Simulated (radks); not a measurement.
Values are calculated unless marked as measured or tabulated.
Neutral strontium, 38 electrons, occupied as [Kr] 5s2.

Level of theory: scalar-relativistic Kohn-Sham, LDA (Slater exchange, VWN5 correlation), spin-polarised, spherical densities, finite nucleus; Fermi nuclear charge, rms radius 4.224 fm (a radial shooting solver on a logarithmic mesh with Libxc functionals).

Energy parts (eV):
total: -86417.912
kinetic: 88589.458
electron-nucleus: -208223.121
Hartree: 35969.826
exchange-correlation: -2754.075

Orbitals (lengths in bohr, moments of r in powers of bohr; r(max) is where P^2 peaks):
| orbital | occ. | eigenvalue (eV) | r(max) |
|---|---|---|---|
| 1s | 2 | -15912.54 | 0.02557 |
| 2s | 2 | -2155.112 | 0.1453 |
| 2p | 6 | -1916.634 | 0.1161 |
| 3s | 2 | -332.7015 | 0.4364 |
| 3p | 6 | -255.7511 | 0.4309 |
| 3d | 10 | -128.2368 | 0.3756 |
| 4s | 2 | -40.9236 | 1.187 |
| 4p | 6 | -22.8650 | 1.324 |
| 5s | 2 | -3.6398 | 3.616 |

The highest occupied level is 5s at -3.640 eV. For comparison, the ionisation energy in NIST's Atomic Spectra Database is 5.695 eV (measured). In exact Kohn-Sham theory the highest level is minus the ionisation energy, but local and semilocal functionals leave it too shallow, through self-interaction and a potential that decays too fast; potentials with the right tail come closer. The electron density at the nucleus is 6.17e+04 e/bohr^3 (large components only). Summed over all electrons, <r^2> = 68.50 bohr^2, which gives a Langevin (diamagnetic) susceptibility term of -54.2 x 10^-6 cm^3/mol. The density falls to 0.001 e/bohr^3 at r = 5.23 bohr.
